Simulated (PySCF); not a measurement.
TiN₂ + F₂ → TiF₂ + N₂

Level: PBE0 in the def2-TZVP basis family, all electrons, no relativity, computed in PySCF with density fitting; open shells unrestricted.

| species | state and structure | E (Eh) | ZPE (kJ/mol) | H(298 K) − H(0) (kJ/mol) | S° (J/(mol K)) |
| --- | --- | --- | --- | --- | --- |
| TiN₂ | triplet, C2v, N–N 1.202 Å, Ti–N 1.933 Å (×2); N–N–Ti 71.9° (×2), N–Ti–N 36.2° | -958.60427 | 16.5 | 11.0 | 264.1 |
| F₂ | singlet, D∞h, F–F 1.376 Å | -199.40856 | 6.6 | 8.7 | 201.9 |
| TiF₂ | triplet, C2v, Ti–F 1.792 Å (×2); F–Ti–F 139.4° | -1048.94908 | 9.0 | 12.4 | 279.9 |
| N₂ | singlet, D∞h, N–N 1.089 Å | -109.44629 | 14.9 | 8.7 | 191.4 |

(1) What is the electronic reaction energy?

(2) Add zero-point, thermal and entropy terms for 298.15 K and 1 bar.

## Answers

(1) At PBE0/def2-TZVP, ΔE = -1004.4 kJ/mol from the differences of the total energies times 2625.5, downhill. 

(2) ΔZPE = 0.8 and Δ[H(298) − H(0)] = 1.4 kJ/mol give ΔH° = -1002.2 kJ/mol. ΔS° = 5.3 J/(mol K), so ΔG° = -1002.2 − 298.15 × (0.0053) = -1004 kJ/mol.

Open d or f shells are single determinants, so the state found may not be the ground state. Each species is the lowest minimum found with this bonding; other isomers or fragments can lie lower.
